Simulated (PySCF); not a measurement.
Hf(I)2(NH2)2 (H4HfI2N2), SMILES [NH2][Hf]([I])([I])[NH2], multiplicity 1.

Geometry: B3LYP-D3(BJ)/def2-SVP. The spin state was assumed, not searched. The def2 effective core potentials stand for the cores of Hf, I; spin–orbit coupling is left out. The values are those of a single conformer.

Vertical ionisation energy (IE) and electron affinity (EA) in eV. Rows of orbital energies are one-electron estimates. Where ΔSCF, EOM or ADC give a negative EA the extra electron is unbound and the value depends on the basis.

```
level                                          IE    EA
-------------------------------------------  ----  ----
−ε(HOMO), −ε(LUMO), B3LYP/def2-TZVP (PySCF)   [?]   [?]
−ε(HOMO), −ε(LUMO), PBE/def2-TZVP (PySCF)    6.13  2.24
```

Problem. Fill in the missing entries. (Estimate from the structure and the level; the computed values follow.)

Solution. 
- −ε(HOMO), −ε(LUMO), B3LYP/def2-TZVP (PySCF), IE: 7.05
- −ε(HOMO), −ε(LUMO), B3LYP/def2-TZVP (PySCF), EA: 1.63
